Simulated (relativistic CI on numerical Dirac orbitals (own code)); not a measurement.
**Electric-dipole transitions in Ir29+**

Method of calculation: Dirac-Coulomb-Breit CI, orbitals from a KLI potential per configuration, model QED, unscaled Slater integrals (own radial code, finite nucleus).

Configurations in the expansion (outside the closed core [Ar] 3d10): 4s²4p⁶4d¹⁰4f², 4s²4p⁶4d⁹4f³, 4s²4p⁶4d¹⁰4f5s, 4s²4p⁶4d¹⁰4f5p, 4s²4p⁶4d¹⁰5s², 4s²4p⁵4d¹⁰4f³, 4s²4p⁶4d¹⁰5s5p, 4s²4p⁶4d¹⁰4f5d, 4s²4p⁶4d¹⁰5p², 4s²4p⁶4d¹⁰5s5d, 4s4p⁶4d¹⁰4f³, 4s²4p⁶4d⁹4f²5s, 4s²4p⁶4d¹⁰5p5d, 4s²4p⁶4d¹⁰4f5f, 4s²4p⁶4d⁹4f²5p, 4s²4p⁶4d¹⁰4f6s, 4s²4p⁶4d¹⁰5d², 4s²4p⁶4d¹⁰4f5g, 4s²4p⁶4d¹⁰4f6p, 4s²4p⁶4d¹⁰4f6d, 4s²4p⁵4d¹⁰4f²5s, 4s²4p⁶4d¹⁰4f7s, 4s²4p⁶4d¹⁰4f6g, 4s4p⁶4d¹⁰4f5s², 4s4p⁶4d¹⁰4f5p². Double excitations out of closed p, d and f shells are left out; levels of such configurations are missing from the list, as are those of other unlisted configurations, and high levels can miss mixing partners.

| λ vac (nm) | Lower | Upper | A (s⁻¹) | gf | Branching (%) |
| --- | --- | --- | --- | --- | --- |
| 4.3348 | 4s²4p⁶4d¹⁰4f² ³H4 [1] | 4s²4p⁶4d⁹4f³ ³G°3 [400] | 7.18e+12 | 1.41e+01 | 88.7 |
| 4.3770 | 4s²4p⁶4d¹⁰4f² ³F2 [2] | 4s²4p⁶4d⁹4f³ ³G°3 [400] | 7.55e+11 | 1.52e+00 | 9.3 |
| 4.3924 | 4s²4p⁶4d¹⁰4f² ³H4 [1] | 4s²4p⁶4d⁹4f³ ³F°4 [395] | 9.32e+11 | 2.43e+00 | 15.6 |
| 4.4216 | 4s²4p⁶4d¹⁰4f² ³H5 [3] | 4s²4p⁶4d⁹4f³ ³H°5 [398] | 6.33e+12 | 2.04e+01 | 94.5 |
| 4.4399 | 4s²4p⁶4d¹⁰4f² ³H4 [1] | 4s²4p⁶4d⁹4f³ ³H°4 [391] | 5.61e+12 | 1.49e+01 | 88.5 |
| 4.4880 | 4s²4p⁶4d¹⁰4f² ¹G4 [4] | 4s²4p⁶4d⁹4f³ ³F°4 [395] | 4.50e+12 | 1.22e+01 | 75.2 |
| 4.4892 | 4s²4p⁶4d¹⁰4f² ³F3 [5] | 4s²4p⁶4d⁹4f³ ³F°3 [396] | 2.09e+12 | 4.42e+00 | 42.3 |
| 4.4946 | 4s²4p⁶4d¹⁰4f² ³F2 [2] | 4s²4p⁶4d⁹4f³ ³D°1 [390] | 2.07e+12 | 1.88e+00 | 44.8 |
| 4.5232 | 4s²4p⁶4d¹⁰4f² ¹D2 [7] | 4s²4p⁶4d⁹4f³ ³D°2 [399] | 2.08e+12 | 3.20e+00 | 42.1 |
| 4.5324 | 4s²4p⁶4d¹⁰4f² ³F3 [5] | 4s²4p⁶4d⁹4f³ ³D°2 [392] | 1.58e+12 | 2.44e+00 | 33.6 |
| 4.5591 | 4s²4p⁶4d¹⁰4f² ³P1 [10] | 4s²4p⁶4d⁹4f³ ³D°2 [399] | 2.18e+12 | 3.40e+00 | 44.1 |
| 4.5605 | 4s²4p⁶4d¹⁰4f² ³F3 [5] | 4s²4p⁶4d⁹4f³ ³F°3 [389] | 2.92e+12 | 6.37e+00 | 62.3 |
| 4.5645 | 4s²4p⁶4d¹⁰4f² ³F2 [2] | 4s²4p⁶4d⁹4f³ ³F°2 [386] | 4.09e+12 | 6.39e+00 | 95.3 |
| 4.5648 | 4s²4p⁶4d¹⁰4f² ¹D2 [7] | 4s²4p⁶4d⁹4f³ ³F°3 [396] | 2.24e+12 | 4.90e+00 | 45.4 |
| 4.5883 | 4s²4p⁶4d¹⁰4f² ³F2 [2] | 4s²4p⁶4d⁹4f³ ³F°2 [383] | 9.54e+11 | 1.51e+00 | 97.6 |
| 4.6021 | 4s²4p⁶4d¹⁰4f² ³F4 [9] | 4s²4p⁶4d⁹4f³ ³G°5 [393] | 3.73e+12 | 1.30e+01 | 91.7 |
| 4.6085 | 4s²4p⁶4d¹⁰4f² ³H6 [6] | 4s²4p⁶4d⁹4f³ ¹K°7 [388] | 4.05e+11 | 1.93e+00 | 13.6 |
| 4.6095 | 4s²4p⁶4d¹⁰4f² ¹D2 [7] | 4s²4p⁶4d⁹4f³ ³D°2 [392] | 2.40e+12 | 3.82e+00 | 50.8 |
| 4.6275 | 4s²4p⁶4d¹⁰4f² ³P0 [8] | 4s²4p⁶4d⁹4f³ ³D°1 [390] | 2.17e+12 | 2.09e+00 | 47.0 |
| 4.6278 | 4s²4p⁶4d¹⁰4f² ³F3 [5] | 4s²4p⁶4d⁹4f³ ³G°4 [385] | 2.17e+12 | 6.27e+00 | 81.4 |
| 4.6321 | 4s²4p⁶4d¹⁰4f² ³F3 [5] | 4s²4p⁶4d⁹4f³ ³G°4 [384] | 9.33e+11 | 2.70e+00 | 68.2 |
| 4.6386 | 4s²4p⁶4d¹⁰4f² ¹D2 [7] | 4s²4p⁶4d⁹4f³ ³F°3 [389] | 9.36e+11 | 2.11e+00 | 20.0 |
| 4.6407 | 4s²4p⁶4d¹⁰4f² ³F2 [2] | 4s²4p⁶4d⁹4f³ ³G°3 [379] | 3.23e+12 | 7.30e+00 | 85.1 |
| 4.6562 | 4s²4p⁶4d¹⁰4f² ¹G4 [4] | 4s²4p⁶4d⁹4f³ ¹H°5 [382] | 3.12e+12 | 1.12e+01 | 88.9 |
| 4.7074 | 4s²4p⁶4d¹⁰4f² ¹I6 [11] | 4s²4p⁶4d⁹4f³ ¹K°7 [388] | 2.57e+12 | 1.28e+01 | 86.4 |
| 4.7256 | 4s²4p⁶4d¹⁰4f² ³H6 [6] | 4s²4p⁶4d⁹4f³ ³I°7 [380] | 2.68e+12 | 1.35e+01 | 92.3 |
| 4.7387 | 4s²4p⁶4d¹⁰4f² ³H5 [3] | 4s²4p⁶4d⁹4f³ ³I°6 [376] | 2.84e+12 | 1.24e+01 | 98.3 |
| 4.7940 | 4s²4p⁶4d¹⁰4f² ³H4 [1] | 4s²4p⁶4d⁹4f³ ³G°5 [362] | 2.99e+11 | 1.13e+00 | 91.9 |
| 4.8105 | 4s²4p⁶4d¹⁰4f² ³H4 [1] | 4s²4p⁶4d⁹4f³ ³I°5 [354] | 2.06e+12 | 7.85e+00 | 98.2 |
| 14.757 | 4s²4p⁶4d¹⁰4f5s ³F°4 [16] | 4s²4p⁶4d¹⁰4f5p ³G5 [346] | 8.96e+10 | 3.22e+00 | 100.0 |

Terms are leading LS components. Brackets give the number of a level in order of energy, since labels repeat. The list gives strong lines, with weight on those to low levels, without lines whose two gauges differ by over a factor of 2.5, among the lowest 400 of 1958 levels, so that lines to higher ones, which can be the strongest, are missing. Levels whose partners in the same complex of configurations lie outside the list can be far off, and so can their lines. Rates are taken at the computed energies, electric ones in the length gauge.

At this charge energies of transitions that change n are usually good to better than 1 %, and those within a shell (Δn = 0) to a few per cent. Terms inside the open d or f shell come out 10 to 20 % too wide with unscaled integrals.

LS names give the leading component of a level, which can be under half, so a name can repeat, a term be missing and a line seem to break the LS rules.
